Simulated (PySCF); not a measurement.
## Identify the compound

The spectra below were simulated for a compound C₄H₅FOSi.

1H NMR (400 MHz, computed): δ 6.62 (m, 1H), 5.64 (m, 2H), 3.68 (s, 2H).

13C{1H} NMR (computed): δ 189.2 (C), 186.2 (C), 158.0 (CH), 57.5 (CH2).

All values are calculated (PySCF 2.14): coordinates at the GFN2-xTB level, PBE0/pcSseg-1 with gauge-including orbitals. Rapidly exchanging positions averaged, non-relativistic Hamiltonian, single conformer, isolated molecule.

Referencing at the same level of theory: 1H (σref 31.72), 13C (σref 186.93) vs TMS.

Q: What is the structure?

A: 
The formula gives 3 degrees of unsaturation (1 ring in the answer). 4 carbon signals for 4 carbons: no two carbons are equivalent. Carbon types of the structure: 2 × C, 1 × CH, 1 × CH2, leaving 2 H on heteroatoms. δC 189.2: ketone carbonyl carbon; the double bond to the heteroatom, with no lone-pair donor beside it, deshields it most. δC 186.2: β carbon of a C=C–C=O unit; conjugation with the carbonyl draws π density from the β position. δC 158.0: α carbon of a C=C–C=O unit; an sp2 carbon of a C=C bond. δC 57.5: sp3 CH2 α to a carbonyl; α to the electron-withdrawing carbonyl group. δH 6.62: hydrogen on an α carbon of a C=C–C=O unit; a vinylic proton, deshielded by the sp2 carbon and the C=C anisotropy. δH 5.64: hydrogen on a silicon bonded to C, F. δH 3.68: hydrogen on an sp3 CH2 α to a carbonyl.

The compound is SMILES O=C1C=C([SiH2]F)C1.

The data come from this structure; uniqueness wasn't tested.

Splittings by 19F in the carbon and heteronuclear signals aren't shown, as no couplings were computed. Shifts are as computed. Against solution values, carbons near 30 ppm lie about +3 ppm off and those near 130 ppm about +5 ppm. Of 1211 compounds with measured shifts, 218 miss one by over three times the rms of a fit or turn the order of signals round; such compounds aren't used in these exercises. Multiplicities follow the n + 1 count of equivalent neighbours, as no J values were calculated; m marks all less simple cases, F and P coupling included.
